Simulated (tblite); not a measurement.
C5H11BO2S.
Atom-mapped SMILES: `[CH3:1][CH2:2][S:3][B:4]1[O:5][CH2:6][CH2:7][CH2:8][O:9]1` (hydrogens: H10, H11, H12 on C1; H13, H14 on C2; H15, H16 on C6; H17, H18 on C7; H19, H20 on C8)

Computed with GFN2-xTB (tblite), gas phase: L-BFGS steps from a force-field or distance-geometry start until the largest atomic force falls under 0.01 eV/Å.

Step 72: E = -790.1280 eV
```
atom  x, y, z in Å  |  force x, y, z in eV/Å
C1      3.4482   -0.1909   -0.3170   -0.006   0.018   0.003
C2      2.4466    0.9263   -0.1003   -0.015   0.011   0.000
S3      1.4043    0.6239    1.3905    0.012   0.030   0.019
B4     -0.1558    0.0999    0.6434    0.016   0.011   0.002
O5     -0.2338    0.0196   -0.7143    0.004  -0.002  -0.011
C6     -1.4581   -0.3673   -1.3073    0.004  -0.022  -0.014
C7     -2.6450    0.0801   -0.4572    0.007  -0.009   0.001
C8     -2.4656   -0.4662    0.9585   -0.023  -0.008   0.011
O9     -1.1890   -0.1545    1.4802    0.025   0.015   0.026
H10     4.1239   -0.2591    0.5314   -0.007  -0.021  -0.002
H11     2.9353   -1.1429   -0.4325    0.002   0.009   0.000
H12     4.0272    0.0060   -1.2171    0.024  -0.007  -0.003
H13     1.7656    1.0158   -0.9419    0.020   0.022  -0.025
H14     2.9464    1.8780    0.0763    0.011  -0.039   0.007
H15    -1.4543   -1.4595   -1.4191   -0.033   0.009  -0.011
H16    -1.4835    0.0910   -2.3012   -0.012  -0.005   0.008
H17    -3.5811   -0.2760   -0.8848    0.012   0.000  -0.011
H18    -2.6557    1.1717   -0.4222   -0.016  -0.005   0.015
H19    -3.1954   -0.0282    1.6460   -0.033  -0.004  -0.004
H20    -2.5853   -1.5571    0.9662    0.009  -0.004  -0.012
```

Step 73: E = -790.1284 eV
```
atom  x, y, z in Å  |  force x, y, z in eV/Å
C1      3.4429   -0.1940   -0.3151    0.002   0.007  -0.011
C2      2.4464    0.9282   -0.1002   -0.005   0.002  -0.006
S3      1.4039    0.6329    1.3905   -0.006   0.026   0.024
B4     -0.1552    0.1044    0.6429    0.023   0.010   0.001
O5     -0.2324    0.0226   -0.7150    0.004   0.005  -0.001
C6     -1.4564   -0.3643   -1.3088    0.001  -0.007   0.004
C7     -2.6442    0.0787   -0.4574    0.000  -0.011   0.009
C8     -2.4634   -0.4688    0.9574    0.008  -0.001   0.026
O9     -1.1876   -0.1518    1.4800    0.023   0.020   0.017
H10     4.1224   -0.2598    0.5307   -0.012  -0.023  -0.005
H11     2.9264   -1.1453   -0.4237    0.005   0.021   0.006
H12     4.0187   -0.0052   -1.2193    0.020  -0.004   0.007
H13     1.7657    1.0191   -0.9417    0.019   0.023  -0.030
H14     2.9511    1.8774    0.0743    0.014  -0.029   0.008
H15    -1.4507   -1.4559   -1.4226   -0.035  -0.001  -0.018
H16    -1.4835    0.0972   -2.3010   -0.007  -0.008   0.003
H17    -3.5786   -0.2806   -0.8855    0.001  -0.005  -0.015
H18    -2.6614    1.1704   -0.4203   -0.004  -0.014   0.011
H19    -3.1936   -0.0343    1.6463   -0.045  -0.005  -0.006
H20    -2.5757   -1.5602    0.9659   -0.006  -0.008  -0.022
```

Step 74: E = -790.1288 eV
```
atom  x, y, z in Å  |  force x, y, z in eV/Å
C1      3.4386   -0.1961   -0.3133    0.010  -0.003  -0.015
C2      2.4465    0.9299   -0.1001    0.006  -0.007  -0.013
S3      1.4038    0.6399    1.3905   -0.023   0.022   0.022
B4     -0.1542    0.1081    0.6419    0.024   0.008   0.001
O5     -0.2313    0.0236   -0.7162    0.005   0.012   0.011
C6     -1.4555   -0.3623   -1.3104   -0.002   0.013   0.023
C7     -2.6437    0.0771   -0.4576   -0.009  -0.011   0.019
C8     -2.4612   -0.4705    0.9571    0.038   0.007   0.034
O9     -1.1860   -0.1484    1.4798    0.010   0.022   0.003
H10     4.1203   -0.2619    0.5306   -0.012  -0.020   0.002
H11     2.9195   -1.1461   -0.4178   -0.006   0.010   0.007
H12     4.0131   -0.0134   -1.2193    0.025   0.004  -0.003
H13     1.7667    1.0230   -0.9421    0.016   0.023  -0.031
H14     2.9559    1.8760    0.0736    0.017  -0.008   0.010
H15    -1.4496   -1.4530   -1.4265   -0.033  -0.015  -0.022
H16    -1.4848    0.1023   -2.3009    0.000  -0.008  -0.003
H17    -3.5764   -0.2854   -0.8861   -0.010  -0.010  -0.016
H18    -2.6675    1.1688   -0.4187    0.011  -0.020   0.005
H19    -3.1923   -0.0386    1.6464   -0.049  -0.007  -0.006
H20    -2.5670   -1.5623    0.9666   -0.017  -0.012  -0.028
```

Step 75: E = -790.1293 eV
```
atom  x, y, z in Å  |  force x, y, z in eV/Å
C1      3.4311   -0.2004   -0.3108    0.017  -0.023  -0.027
C2      2.4466    0.9330   -0.1005    0.022  -0.017  -0.019
S3      1.4030    0.6536    1.3910   -0.030   0.020   0.007
B4     -0.1525    0.1149    0.6414    0.013   0.005   0.002
O5     -0.2289    0.0278   -0.7170    0.000   0.014   0.024
C6     -1.4530   -0.3577   -1.3121   -0.009   0.028   0.041
C7     -2.6426    0.0742   -0.4573   -0.017  -0.009   0.025
C8     -2.4574   -0.4742    0.9570    0.060   0.012   0.034
O9     -1.1834   -0.1436    1.4801   -0.011   0.022  -0.014
H10     4.1177   -0.2644    0.5294   -0.018  -0.017   0.001
H11     2.9054   -1.1481   -0.4044   -0.001   0.017   0.005
H12     4.0019   -0.0295   -1.2221    0.013   0.007   0.012
H13     1.7686    1.0290   -0.9437    0.012   0.022  -0.023
H14     2.9638    1.8747    0.0707    0.019   0.012   0.013
H15    -1.4459   -1.4476   -1.4334   -0.026  -0.025  -0.022
H16    -1.4853    0.1112   -2.3003    0.007  -0.005  -0.006
H17    -3.5725   -0.2931   -0.8876   -0.017  -0.015  -0.010
H18    -2.6757    1.1658   -0.4148    0.026  -0.027  -0.003
H19    -3.1921   -0.0478    1.6462   -0.038  -0.014  -0.009
H20    -2.5540   -1.5670    0.9657   -0.024  -0.007  -0.029
```

Task: Estimate the geometry and energy of step 76. (The exact step hangs on the optimiser's Hessian estimate; all steps are aligned on step 75, rigid shifts and turns removed.)

Result: E = -790.1300 eV, largest force 0.062 eV/Å
```
atom  x, y, z in Å  |  force x, y, z in eV/Å
C1      3.4246   -0.2043   -0.3086    0.015  -0.027  -0.018
C2      2.4477    0.9359   -0.1014    0.030  -0.016  -0.019
S3      1.4020    0.6661    1.3906   -0.027   0.020  -0.012
B4     -0.1506    0.1213    0.6404   -0.004   0.006   0.002
O5     -0.2271    0.0307   -0.7180   -0.005   0.013   0.028
C6     -1.4515   -0.3535   -1.3135   -0.013   0.030   0.045
C7     -2.6423    0.0706   -0.4563   -0.020  -0.007   0.024
C8     -2.4532   -0.4773    0.9579    0.057   0.012   0.020
O9     -1.1813   -0.1361    1.4803   -0.031   0.014  -0.022
H10     4.1140   -0.2696    0.5287   -0.013  -0.009   0.016
H11     2.8919   -1.1480   -0.3936   -0.012  -0.012  -0.007
H12     3.9936   -0.0435   -1.2222    0.017   0.012  -0.005
H13     1.7731    1.0365   -0.9470    0.008   0.018  -0.007
H14     2.9724    1.8728    0.0697    0.023   0.035   0.014
H15    -1.4443   -1.4425   -1.4409   -0.015  -0.032  -0.016
H16    -1.4871    0.1191   -2.2998    0.016   0.003  -0.002
H17    -3.5690   -0.3016   -0.8895   -0.021  -0.017   0.005
H18    -2.6842    1.1617   -0.4104    0.036  -0.022  -0.015
H19    -3.1932   -0.0563    1.6454   -0.017  -0.022  -0.006
H20    -2.5408   -1.5710    0.9658   -0.025   0.000  -0.025
```

The energy changes by -0.0007 eV. The first-order estimate −F·Δx gives -0.0010 eV and the mean of the old and new forces, exact on a quadratic surface, -0.0007 eV. The step makes an angle of 82° with the force vector and moves no atom by more than 0.017 Å.

What follows is the cost of the whole relaxation. On one thread of an Arm Neoverse V1, no GPU, shared host, this took 1.2 s of wall time.
